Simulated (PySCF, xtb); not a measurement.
Br2, SMILES BrBr (connectivity only; charge and spin as stated), charge -1, multiplicity 2.

Harmonic wavenumbers (cm⁻¹) from xtb 6.7.1 with GFN2-xTB at its own minimum, in rising order: 111.

Task: What does PBE0-D3(BJ)/def2-TZVPD in PySCF 2.14.0 give at its own minimum? (The exact figures need the calculation; the answer reports its results.)

Result: 141. Paired by order, the mean absolute difference is 30 cm⁻¹ and the zero-point energies are 0.2 and 0.2 kcal/mol.
